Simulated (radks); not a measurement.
Question: These are the eigenvalues of the occupied orbitals of an atom or ion with whole-number occupations (hartree). Calculated with a radial shooting solver on a logarithmic mesh with Libxc functionals: scalar-relativistic Kohn-Sham, SCAN, spin-unpolarised, spherical densities, finite nucleus; meta-GGA in the generalised Kohn-Sham scheme; Fermi nuclear charge, rms radius of each element as measured or else 0.836 A^(1/3) + 0.57 fm.

| orbital | eigenvalue |
|---|---|
| 1s | -3334.820 |
| 2s | -600.9566 |
| 2p | -514.1842 |
| 3s | -146.1543 |
| 3p | -121.2308 |
| 3d | -96.10453 |
| 4s | -34.39486 |
| 4p | -26.19237 |
| 4d | -16.76905 |
| 5s | -6.66896 |
| 4f | -6.43478 |
| 5p | -4.37151 |
| 5d | -1.77541 |
| 6s | -1.22866 |
| 6d | -0.36184 |

Which element is it, and in what charge state? The configuration may be excited.

Answer: Z = 83, bismuth, charge +2: Bi2+ in [Hg] 6d1. The list shows which subshells hold electrons but not how many an open one holds; the 1s level, -3334.8 hartree, gives Z - s = 81.7 by -(Z - s)^2/2, which with screening and relativity narrows Z to a few neighbours, and the depths of the outer levels then fix element, charge and occupations together.
